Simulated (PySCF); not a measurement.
H6NSi2 (SMILES [SiH2]N[SiH3]), doublet, geometry from GFN2-xTB, with bond 6-2 at 1.8 times its length; PBE/6-31G* in PySCF.

The PySCF input:
```python
from pyscf import gto, scf, dft

mol = gto.M(
    atom='''
Si    1.537702   -0.331450   -0.395989
N     0.165859    0.523254    0.240340
Si   -1.507797    0.090431    0.196521
H     1.221719   -1.751783   -0.390373
H     2.692488    0.057229    0.409819
H     0.510258    2.241667    0.703776
H    -1.633039   -1.253801    0.760172
H    -2.020397    0.092459   -1.178717
H    -2.197636    1.089459    1.011472
''',
    basis='6-31g*',
    charge=0,
    spin=1,
    verbose=4,
)

mf = dft.UKS(mol)
mf.xc = 'pbe'
mf.kernel()
mo_i, mo_e, stable_i, stable_e = mf.stability(internal=True, external=False, return_status=True, nroots=6, tol=1e-6)
print('internally stable:', stable_i, ' externally stable:', stable_e)
if not stable_i:
    umf = mf.copy()
    umf.scf_summary = {}
    umf.kernel(umf.make_rdm1(mo_i, mf.mo_occ))
mf.analyze()
```

Output, abridged:

```
PySCF version 2.14.0

[INPUT] verbose = 4
[INPUT] num. atoms = 9
[INPUT] num. electrons = 41
[INPUT] charge = 0
[INPUT] spin (= nelec alpha-beta = 2S) = 1
[INPUT] symmetry False subgroup None
[INPUT] Mole.unit = angstrom
[INPUT] Symbol           X                Y                Z      unit          X                Y                Z       unit  Magmom
[...]
nuclear repulsion = 144.703850531961
number of shells = 34
number of NR pGTOs = 153
number of NR cGTOs = 62
basis = 6-31g*
ecp = {}

******** <class 'pyscf.dft.uks.UKS'> ********
method = UKS
initial guess = minao
damping factor = 0
level_shift factor = 0
DIIS = <class 'pyscf.scf.diis.CDIIS'>
diis_start_cycle = 1
diis_space = 8
diis_damp = 0
SCF conv_tol = 1e-09
SCF conv_tol_grad = None
SCF max_cycles = 50
direct_scf = True
direct_scf_tol = 1e-13
number electrons alpha = 21  beta = 20
XC library pyscf.dft.libxc version 7.1.2
    S. Lehtola, C. Steigemann, M. J. T. Oliveira, and M. A. L. Marques,  SoftwareX 7, 1–5 (2018)
XC functionals = pbe
    J. P. Perdew, K. Burke, and M. Ernzerhof,  Phys. Rev. Lett. 77, 3865 (1996)
    J. P. Perdew, K. Burke, and M. Ernzerhof,  Phys. Rev. Lett. 78, 1396 (1997)
    J. P. Perdew, K. Burke, and M. Ernzerhof,  Phys. Rev. Lett. 77, 3865 (1996)
    J. P. Perdew, K. Burke, and M. Ernzerhof,  Phys. Rev. Lett. 78, 1396 (1997)
radial grids:
    Treutler-Ahlrichs [JCP 102, 346 (1995); DOI:10.1063/1.469408] (M4) radial grids

becke partition: Becke, JCP 88, 2547 (1988); DOI:10.1063/1.454033
pruning grids: <function nwchem_prune>
grids dens level: 3
symmetrized grids: False
atomic radii adjust function: <function treutler_atomic_radii_adjust>
small_rho_cutoff = 0
Set gradient conv threshold to 3.16228e-05
tot grids = 111112
init E= -636.676150724629

cycle= 1 E= -636.644851438222  delta_E= 0.0313  |g|= 0.417  |ddm|= 1.88
cycle= 2 E= -635.670699053594  delta_E= 0.974  |g|=  1.2  |ddm|= 1.88
cycle= 3 E= -636.635227360308  delta_E= -0.965  |g|= 0.295  |ddm|= 1.38
cycle= 4 E= -636.688844197099  delta_E= -0.0536  |g|= 0.236  |ddm|= 1.49
cycle= 5 E= -636.751569336768  delta_E= -0.0627  |g|= 0.105  |ddm|= 0.312
cycle= 6 E= -636.7017268193  delta_E= 0.0498  |g|= 0.193  |ddm|= 1.39
cycle= 7 E= -636.765183560478  delta_E= -0.0635  |g|= 0.0454  |ddm|= 1.26
cycle= 8 E= -636.767933445299  delta_E= -0.00275  |g|= 0.0326  |ddm|= 0.39
cycle= 9 E= -636.768268649681  delta_E= -0.000335  |g|= 0.0228  |ddm|= 0.0413
cycle= 10 E= -636.767969960669  delta_E= 0.000299  |g|= 0.027  |ddm|= 0.0502
[...]
converged SCF energy = -636.769145548842  <S^2> = 0.7989675  2S+1 = 2.0483823
<class 'pyscf.dft.uks.UKS'> wavefunction is stable in the internal stability analysis
internally stable: True  externally stable: None
Total Energy =                        -636.769145548841834
[...]
spin_pop of  1 N 3py      -0.00137
spin_pop of  1 N 3pz       0.00283
spin_pop of  1 N 3dxy      0.00004
spin_pop of  1 N 3dyz      0.00021
spin_pop of  1 N 3dz^2    -0.00032
spin_pop of  1 N 3dxz      0.00002
spin_pop of  1 N 3dx2-y2    0.00027
spin_pop of  2 Si 1s        0.00000
spin_pop of  2 Si 2s       -0.00000
spin_pop of  2 Si 3s        0.00029
spin_pop of  2 Si 4s       -0.00011
spin_pop of  2 Si 2px      -0.00000
spin_pop of  2 Si 2py      -0.00000
spin_pop of  2 Si 2pz      -0.00000
spin_pop of  2 Si 3px       0.00092
spin_pop of  2 Si 3py       0.00269
spin_pop of  2 Si 3pz       0.00495
spin_pop of  2 Si 4px      -0.00015
spin_pop of  2 Si 4py      -0.00006
spin_pop of  2 Si 4pz       0.00051
spin_pop of  2 Si 3dxy     -0.00004
spin_pop of  2 Si 3dyz     -0.00008
spin_pop of  2 Si 3dz^2     0.00003
spin_pop of  2 Si 3dxz      0.00164
spin_pop of  2 Si 3dx2-y2   -0.00038
spin_pop of  3 H 1s       -0.02136
spin_pop of  3 H 2s        0.00012
spin_pop of  4 H 1s        0.03838
spin_pop of  4 H 2s        0.00059
spin_pop of  5 H 1s        0.34992
spin_pop of  5 H 2s        0.00346
spin_pop of  6 H 1s       -0.01521
spin_pop of  6 H 2s       -0.00001
spin_pop of  7 H 1s        0.01161
spin_pop of  7 H 2s        0.00043
spin_pop of  8 H 1s        0.00658
spin_pop of  8 H 2s        0.00037
 ** Mulliken Spin Density (per atom)  **
spin density of  0 Si =      0.56320
spin density of  1 N =      0.05171
spin density of  2 Si =      0.01021
spin density of  3 H =     -0.02124
spin density of  4 H =      0.03897
spin density of  5 H =      0.35338
spin density of  6 H =     -0.01522
spin density of  7 H =      0.01204
spin density of  8 H =      0.00695
 ** Mulliken pop alpha/beta on meta-lowdin orthogonal AOs **
 ** Mulliken pop       alpha | beta **
In total            21.00000 | 20.00000
 ** Mulliken atomic charges   ( Nelec_alpha | Nelec_beta ) **
charge of  0Si =      0.38870  (     7.08725      6.52405 )
charge of  1N =     -0.59835  (     3.82503      3.77332 )
charge of  2Si =      0.53757  (     6.73632      6.72611 )
charge of  3H =     -0.05215  (     0.51546      0.53669 )
charge of  4H =     -0.06575  (     0.55236      0.51339 )
charge of  5H =      0.05562  (     0.64888      0.29550 )
charge of  6H =     -0.08262  (     0.53370      0.54892 )
charge of  7H =     -0.10070  (     0.55637      0.54433 )
charge of  8H =     -0.08232  (     0.54464      0.53768 )
Dipole moment(X, Y, Z, Debye):  0.22091, -0.29158, -0.24177
```
